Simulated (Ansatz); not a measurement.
`CS[CH2][ZnH]`, charge 0, multiplicity 1.

(1) Give a relaxed structure at PBE0-D4/def2-TZVP (Ansatz). (Estimate.)

## Answers

(1) The calculation gave: 
Cartesian coordinates in Å:
```
C 0.601 -0.222 1.434
S 1.095 0.903 0.126
C 0.291 0.121 -1.293
Zn -1.643 0.252 -1.041
H 0.979 -1.230 1.250
H 1.035 0.149 2.363
H -0.486 -0.261 1.553
H 0.580 0.726 -2.158
H 0.698 -0.881 -1.454
H -3.150 0.443 -0.781
```
This is one stationary point; other conformers may exist.
